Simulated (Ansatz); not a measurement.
Born–Oppenheimer molecular dynamics of H7N3OSi (12 atoms, charge 0, multiplicity 1). It starts from a relaxed structure.

Method: RKS r2SCAN-D4/STO-3G in Ansatz 0.2.0.

```
ensemble        : NVT, Nosé–Hoover chain
time step       : 0.5 fs
steps asked     : 100
set temperature : 500 K
thermostat      : time constant 100 fs, chain length 3 (defaults)
seed            : 769198
```

Frames 1 fs apart, positions in Å.

Velocities at 25 fs (Å/ps):

```
Si -0.72 -0.02 0.21
O -1.64 -0.43 1.28
H 2.85 -8.95 -17.87
N -1.85 1.14 -0.85
H -9.95 -1.37 2.99
H 0.11 -4.53 -1.70
N 3.71 -0.77 -0.56
H 10.62 -13.38 -4.30
H -26.81 6.46 0.75
N 4.17 3.24 0.40
H 2.42 -9.27 -3.27
H -17.10 -11.97 11.36
```

```xyz
12
Properties=species:S:1:pos:R:3 time_fs=25 energy_less_start_eV=0.498 T=123
Si -0.121 -0.055 -0.106
O -0.355 -0.519 1.576
H -0.952 0.282 1.982
N 1.442 0.039 -0.813
H 2.055 -0.782 -0.702
H 1.971 0.823 -0.397
N -0.691 1.597 -0.332
H -1.653 1.742 0.095
H -0.878 1.617 -1.350
N -0.936 -1.382 -0.818
H -1.305 -2.014 -0.091
H -0.735 -1.743 -1.772
12
Properties=species:S:1:pos:R:3 time_fs=26 energy_less_start_eV=0.404 T=194
Si -0.122 -0.055 -0.105
O -0.357 -0.519 1.577
H -0.943 0.266 1.960
N 1.441 0.040 -0.814
H 2.046 -0.786 -0.699
H 1.973 0.821 -0.399
N -0.688 1.596 -0.332
H -1.641 1.728 0.090
H -0.906 1.626 -1.353
N -0.932 -1.378 -0.818
H -1.303 -2.026 -0.098
H -0.753 -1.757 -1.758
12
Properties=species:S:1:pos:R:3 time_fs=27 energy_less_start_eV=0.362 T=227
Si -0.123 -0.056 -0.104
O -0.359 -0.518 1.578
H -0.925 0.243 1.933
N 1.439 0.042 -0.815
H 2.039 -0.796 -0.695
H 1.979 0.824 -0.400
N -0.684 1.596 -0.333
H -1.630 1.712 0.085
H -0.935 1.640 -1.361
N -0.928 -1.374 -0.817
H -1.301 -2.041 -0.112
H -0.772 -1.774 -1.742
12
Properties=species:S:1:pos:R:3 time_fs=28 energy_less_start_eV=0.416 T=187
Si -0.125 -0.057 -0.103
O -0.361 -0.517 1.579
H -0.910 0.224 1.909
N 1.438 0.043 -0.816
H 2.033 -0.809 -0.690
H 1.988 0.830 -0.402
N -0.681 1.595 -0.333
H -1.625 1.697 0.085
H -0.961 1.657 -1.368
N -0.924 -1.371 -0.816
H -1.299 -2.057 -0.133
H -0.789 -1.795 -1.729
12
Properties=species:S:1:pos:R:3 time_fs=29 energy_less_start_eV=0.464 T=151
Si -0.126 -0.058 -0.100
O -0.362 -0.516 1.578
H -0.905 0.221 1.894
N 1.438 0.045 -0.818
H 2.026 -0.821 -0.686
H 1.998 0.836 -0.405
N -0.678 1.596 -0.335
H -1.627 1.682 0.091
H -0.982 1.676 -1.369
N -0.921 -1.367 -0.814
H -1.297 -2.072 -0.157
H -0.804 -1.817 -1.722
12
Properties=species:S:1:pos:R:3 time_fs=30 energy_less_start_eV=0.443 T=167
Si -0.127 -0.059 -0.098
O -0.362 -0.517 1.576
H -0.915 0.240 1.891
N 1.438 0.046 -0.819
H 2.016 -0.829 -0.681
H 2.007 0.839 -0.411
N -0.675 1.596 -0.338
H -1.633 1.668 0.103
H -0.996 1.694 -1.362
N -0.919 -1.364 -0.812
H -1.295 -2.085 -0.181
H -0.815 -1.837 -1.722
12
Properties=species:S:1:pos:R:3 time_fs=31 energy_less_start_eV=0.444 T=166
Si -0.129 -0.061 -0.095
O -0.361 -0.518 1.573
H -0.933 0.272 1.897
N 1.439 0.048 -0.820
H 2.006 -0.832 -0.677
H 2.014 0.838 -0.419
N -0.673 1.598 -0.341
H -1.639 1.655 0.118
H -1.002 1.712 -1.350
N -0.917 -1.363 -0.811
H -1.295 -2.097 -0.201
H -0.821 -1.850 -1.725
12
Properties=species:S:1:pos:R:3 time_fs=32 energy_less_start_eV=0.502 T=122
Si -0.130 -0.063 -0.092
O -0.360 -0.519 1.570
H -0.949 0.302 1.905
N 1.441 0.049 -0.821
H 1.994 -0.830 -0.673
H 2.019 0.833 -0.429
N -0.673 1.599 -0.345
H -1.641 1.643 0.134
H -1.002 1.728 -1.335
N -0.916 -1.362 -0.810
H -1.297 -2.107 -0.214
H -0.823 -1.854 -1.728
12
Properties=species:S:1:pos:R:3 time_fs=33 energy_less_start_eV=0.545 T=91
Si -0.131 -0.066 -0.088
O -0.360 -0.518 1.567
H -0.955 0.319 1.911
N 1.444 0.050 -0.822
H 1.984 -0.826 -0.670
H 2.023 0.825 -0.440
N -0.674 1.601 -0.348
H -1.635 1.634 0.148
H -0.999 1.742 -1.324
N -0.916 -1.363 -0.811
H -1.301 -2.115 -0.219
H -0.819 -1.847 -1.731
12
Properties=species:S:1:pos:R:3 time_fs=34 energy_less_start_eV=0.507 T=120
Si -0.132 -0.068 -0.085
O -0.360 -0.516 1.564
H -0.947 0.319 1.911
N 1.446 0.051 -0.824
H 1.978 -0.823 -0.666
H 2.029 0.819 -0.450
N -0.676 1.603 -0.349
H -1.621 1.627 0.160
H -0.993 1.756 -1.321
N -0.916 -1.366 -0.812
H -1.306 -2.119 -0.217
H -0.811 -1.828 -1.733
12
Properties=species:S:1:pos:R:3 time_fs=35 energy_less_start_eV=0.415 T=191
Si -0.132 -0.069 -0.082
O -0.361 -0.513 1.562
H -0.927 0.303 1.908
N 1.448 0.052 -0.825
H 1.977 -0.822 -0.663
H 2.037 0.815 -0.458
N -0.679 1.606 -0.350
H -1.603 1.625 0.168
H -0.987 1.769 -1.329
N -0.917 -1.370 -0.814
H -1.311 -2.119 -0.211
H -0.797 -1.801 -1.737
12
Properties=species:S:1:pos:R:3 time_fs=36 energy_less_start_eV=0.363 T=231
Si -0.132 -0.071 -0.079
O -0.363 -0.508 1.560
H -0.898 0.277 1.904
N 1.450 0.052 -0.826
H 1.982 -0.825 -0.660
H 2.047 0.816 -0.463
N -0.683 1.608 -0.349
H -1.585 1.627 0.175
H -0.981 1.780 -1.343
N -0.919 -1.375 -0.816
H -1.316 -2.114 -0.203
H -0.779 -1.769 -1.746
```

Of the whole run (50 fs, mean temperature of the second half 195 K): The conserved energy stayed within 0.36 meV per atom of its start (net change 0.27 meV per atom), so the integration is sound. The mean temperature of the second half is 61 % below the set value. A run of 0.05 ps of so small a system gives no equilibrium averages. Limits of this set-up: minimal basis.

Run time: 5.3 min on 1 thread of Arm Neoverse V2, on a shared host, peak memory 0.12 GiB.
